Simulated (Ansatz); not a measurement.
K₁₆⁻. Charge -1, multiplicity 2. Geometry r2SCAN/def2-SVP; atoms count from 1.

Cartesian coordinates in Å:
```
K -4.2809 -2.3905 -2.6007
K -1.2646 1.7569 2.7869
K -0.2191 -2.9699 -5.0706
K 2.0862 4.9179 1.9892
K -0.9190 -4.9223 -0.9454
K 2.8553 0.4828 -4.5995
K 2.4749 4.4847 -2.6287
K 1.2579 -2.4350 2.2340
K -1.0642 -1.4394 6.0297
K 2.6627 1.2318 4.8311
K 3.1628 -3.1569 -1.9283
K -4.8599 1.3280 -0.0584
K -1.5931 4.5200 -0.7669
K 3.5875 1.0466 0.1923
K -0.5245 0.0049 -1.4874
K -3.3619 -2.4595 2.0226
```

Single mean-field runs in def2-TZVP are fitted with def2-universal-jkfit. The charge -1 doublet is spin-contaminated (final ⟨S²⟩ up to 1.29, 0.75 for a pure state). The geometry of the doublet was relaxed on an unsound state (⟨S²⟩ 2.40, where a pure state has 0.75). The structure comes from a short search, and lower isomers may exist.

(1) Estimate the Mulliken populations from the PBE0/def2-TZVP orbitals of Ansatz.

(2) Where does the spin sit?

(3) And the Mayer bond orders between bonded heavy atoms (over 0.3)?

## Answers

(1) 
```csv
atom,charge (e),spin (α − β)
K1,-0.10,-0.15
K2,0.04,-0.02
K3,-0.12,-0.03
K4,-0.08,0.09
K5,-0.07,-0.01
K6,-0.09,0.02
K7,-0.13,0.02
K8,0.01,0.06
K9,-0.16,0.10
K10,-0.09,-0.15
K11,-0.06,0.29
K12,-0.08,0.05
K13,-0.07,0.23
K14,-0.02,0.03
K15,0.07,0.32
K16,-0.05,0.13
```
Mulliken values and Mayer orders depend strongly on the basis.

(2) Summed by element: K 1.00, of 1 unpaired in all. Largest on single atoms: K15 0.32, K11 0.29, K13 0.23.

(3) K6–K7 0.30 (4.48 Å).
